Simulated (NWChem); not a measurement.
System: GeSiH4Cl2; SMILES Cl[SiH2][GeH2][Cl]

NWChem input:

```
start job
memory heap 200 mb stack 900 mb global 1100 mb
geometry units angstroms noautosym nocenter noautoz
  Cl     0.500308    -2.545559    -0.454963
  Si    -0.761039    -1.273536     0.603741
  Ge    -0.621019     0.965669    -0.264787
  Cl     1.313618     1.822385     0.328294
  H     -0.367624    -1.299454     2.032796
  H     -2.151520    -1.775692     0.453456
  H     -0.669033     1.034516    -1.806163
  H     -1.698373     1.893128     0.345378
end
basis spherical
  Cl library sto-3g
  Si library sto-3g
  Ge library sto-3g
  H library sto-3g
end
dft
  xc hfexch
  iterations 150
end
property
  shielding
end
task dft property
```

STO-3G and 3-21G are far too small for this property and stand as cheap habits. The geometry was optimised at B3LYP/6-31G* (spherical d).

GIAO values for the isolated, static molecule; σ is the absolute isotropic shielding, δ = σ(reference) − σ with the isolated reference molecule computed at the same levels (1H: tetramethylsilane, 29Si: tetramethylsilane).

Atoms are numbered as in the input.

Problem. Predict the main results of this run. (Hartree-Fock/STO-3G, GIAO.) Quantities: σ Cl1 (ppm); δ Si2 (ppm); σ Ge3 (ppm); σ Cl4 (ppm); δ H5 (ppm); δ H7 (ppm); δ H8 (ppm).

Solution. 
```yaml
"σ Cl1 (ppm)": 1241.2
"δ Si2 (ppm)": -31.2
"σ Ge3 (ppm)": 2340.4
"σ Cl4 (ppm)": 1275.3
"δ H5 (ppm)": 2.92
"δ H7 (ppm)": 2.82
"δ H8 (ppm)": 2.71
```
